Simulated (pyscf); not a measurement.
`[O][PH][OH]`, doublet

Gas-phase minimum from PySCF at ωB97X-D3(BJ)/def2-SVP, one conformer. Other isomers of •O–PH–OH were not searched in full and may lie lower. 

```xyz
5

O      1.1021     1.6710     0.0888
P      0.6505     0.5804    -0.8331
O     -0.2353    -0.6260    -0.1655
H     -0.3185     0.9841    -1.8044
H      0.1547    -0.9481     0.6602
```
Charge 0, spin multiplicity 2.

Bonds (Å): O1–P2 1.498, P2–O3 1.639, P2–H4 1.430, O3–H5 0.968. Bond angles (°): O1–P2–O3 116.6, O1–P2–H4 114.6, O3–P2–H4 96.8, P2–O3–H5 112.0.

Properties at ωB97X-D3(BJ)/def2-SVP:

* **Harmonic wavenumbers, unscaled**: 235, 401, 774, 860, 910, 1032, 1222, 2362, 3861 cm⁻¹
* **Zero-point energy**: 16.7 kcal/mol
* **Rotational symmetry number**: 1
* **Entropy of this conformer at 298 K and 1 atm, rigid rotor and harmonic oscillator, modes under 100 cm⁻¹ raised to 100**: 275.6 J/(mol K)
* **Dipole moment**: 2.19 D
* **Spin expectation value S2**: 0.756

Single-point totals, which compare only within one level (frozen core for MP2 and CC):

| level | total energy (hartree) |
|---|---|
| ωB97X-D3(BJ)/def2-TZVP | -493.11920 |
| PBE/def2-TZVP | -492.77813 |
| r²SCAN/def2-TZVP | -492.99346 |
| B3LYP-D3(BJ)/def2-TZVP | -493.11189 |
| PBE0-D3(BJ)/def2-TZVP | -492.79968 |
| M06-2X/def2-TZVP | -493.00250 |
| ωB97M-D3(BJ)/def2-TZVP | -493.15938 |
| UHF/def2-TZVPP | -491.71836 |
| MP2/def2-TZVPP | -492.33530 |
| CCSD/def2-TZVPP | -492.34625 |
| CCSD(T)/def2-TZVPP | -492.37253 |

The CCSD(T) − MP2 part came from Ansatz, without density fitting, on the same reference.
